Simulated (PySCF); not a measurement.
Mapped SMILES: `[BH2:1][NH:2][BH:3][C:4]#[C:5][C:6]#[CH:7]`; H(Xn) means a hydrogen on atom n.

Geometry: PBE0-D3(BJ)/def2-SVP; GIAO absolute shieldings from PySCF, gas phase, non-relativistic, averaged over equivalent atoms.

At PBE0/6-31G (73 basis functions, 6 s wall time on 1 thread of an Arm Neoverse V1, shared host):
```
atoms  σ (ppm)
   B1     66.1
   B3     77.2
   N2     93.5
   C5     98.2
   C4    120.5
   C7    122.3
   C6    132.5
H(N2)    25.27
H(B1)    26.20
H(B3)    26.66
H(C7)    29.98
```

Problem. Predict the values at BLYP/pcSseg-1 on the same geometry.

Solution. 
```csv
atoms,σ at BLYP/pcSseg-1,change
B1,40.7,-25.4
B3,55.4,-21.8
N2,53.9,-39.6
C5,71.8,-26.4
C4,89.0,-31.5
C7,96.4,-25.9
C6,104.8,-27.7
H(N2),24.01,-1.26
H(B1),25.93,-0.27
H(B3),26.29,-0.37
H(C7),28.93,-1.05
```

The largest change is at N2 (nitrogen bonded to 2 B, H). Cost: 144 basis functions, 16 s wall time on 1 thread of an Arm Neoverse V1, shared host. The order of the carbon signals is the same at both levels.

A carbon bonded to boron is broadened by the quadrupolar boron nucleus and is often missing from a measured spectrum.
